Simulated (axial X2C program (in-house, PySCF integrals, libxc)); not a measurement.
PtSi: from Re and ωe to a spectrum

A bond curve at the PBE0 level, 2c, was computed with an axial X2C code built on PySCF integrals (basis Pt dyall-cv3z [13s14p9d6f4g], Si dyall-v3z [8s7p2d1f] (cores contracted in-house)) for the state Ω = 0 (closed shell). Its fit gives Re = 2.0718 Å, ωe = 553.9 cm⁻¹, ωexe = 1.45 cm⁻¹ and αe = 5.884e-04 cm⁻¹; the masses are 194.9648 and 27.9769 u. Two-component means X2C with spin–orbit coupling and atomic mean-field Coulomb and Gaunt terms.

Q: Find the reduced mass, Be and the force constant.

A: From the PBE0 values: μ = 24.4661 u. Be = 16.8576/(μ Re²) = 0.1605 cm⁻¹. k = 5.8918×10⁻⁷ μ ωe² = 4.42 mdyn/Å.

Q: A Morse curve ties αe to the other constants (Pekeris). How well does that hold?

A: αe(Morse) = 6Be²/ωe × (√(ωexe/Be) − 1) = 5.598e-04 cm⁻¹; the PBE0 curve gives 5.884e-04 cm⁻¹, a ratio of 0.95.

Q: Give B0, the J = 1←0 line in GHz and the most populated J at 300 K (kT = 208.5 cm⁻¹).

A: B0 = Be − αe/2 = 0.1602 cm⁻¹; 2B0 = 9.607 GHz; J(max) ≈ √(kT/2B0) − 1/2 = 25.0, so J = 25.

Q: Estimate the centrifugal constant by the Kratzer relation.

A: D = 4Be³/ωe² = 5.39e-08 cm⁻¹.

Q: Where do the fundamental and the first overtone lie?

A: ν(1←0) = ωe − 2ωexe = 551.0 cm⁻¹; ν(2←0) = 2ωe − 6ωexe = 1099.1 cm⁻¹.

The state is one determinant whose occupation by symmetry is held fixed; it was picked as the lowest of a PBE0 search that is not exhaustive.
